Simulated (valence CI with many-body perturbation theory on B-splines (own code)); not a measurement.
# Er³⁷⁺ in brief

Level of theory: relativistic CI+MBPT: three valence electrons over a frozen Dirac-Fock core [Ar] 3d10, a basis of 11 s, 11 p, 9 d, 7 f, 5 g, 2 h, 1 i functions for each j, with the one-electron correlation potential Σ1, the two-electron term Σ2, the three-electron term Σ3, Breit, model QED; selected CI, second order for the rest (own B-spline code, finite nucleus).

The last digits are not significant, and no measured levels were compared; by estimate large intervals hold to a few tenths of a per cent, small ones and those within an open d or f shell to about a per cent.

Levels are named by their leading jj configuration (3d3/2^4 stands for four electrons in 3d with j = 3/2), which in mixed levels can hold well under half, so a name can repeat and another be missing.

Rates and lifetimes use the calculated energies. Strong lines usually hold to 10 to 20 %, long lifetimes can be off by a factor of two.

**Question.** What is the ground level?

**Answer.** (4s^2 4p1/2) J=1/2, composition 99 % 4s²4p ²P°, g = 0.661.

**Question.** Name the longest-lived excited levels whose lifetime is computed, and their main decay.

**Answer.** (4s 4p3/2 4d5/2) J=9/2 at 339.57 eV lives 1.03 μs, mostly by M1 to (4s 4p1/2 4d5/2) J=7/2; (4s^2 4p3/2) J=3/2 at 62.34 eV lives 857 ns, mostly by M1 to (4s^2 4p1/2) J=1/2.

**Question.** Where does the other parity begin?

**Answer.** At (4s 4p1/2^2) J=1/2, 81.78 eV.

**Question.** What is the ionisation energy?

**Answer.** 1679.6 eV; NIST lists 1678 ± 4 eV (theoretical).

**Question.** Among levels below 458.75 eV, which E1 lines absorb most strongly from the ground level?

**Answer.** to (4s^2 4d3/2) J=3/2 at 6.175 nm, f = 0.793; to (4s 4p1/2 4p3/2) J=1/2 at 8.074 nm, f = 0.380; to (4s 4p1/2 4p3/2) J=3/2 at 8.223 nm, f = 0.376.

**Question.** How well does LS coupling describe the low levels?

**Answer.** Among the lowest 20 levels the leading LS term, summed over configurations, holds 65 % on average. For single configurations the figures are 63 % in LS and 90 % in jj coupling. Terms mix most in the J = 3/2 level at 283.03 eV, where the leading one holds 30 %.

**Question.** What are the static dipole polarisabilities of the lowest levels?

**Answer.** (4s^2 4p1/2) J=1/2 0.0512 bohr³, of which the core gives 0.00326.
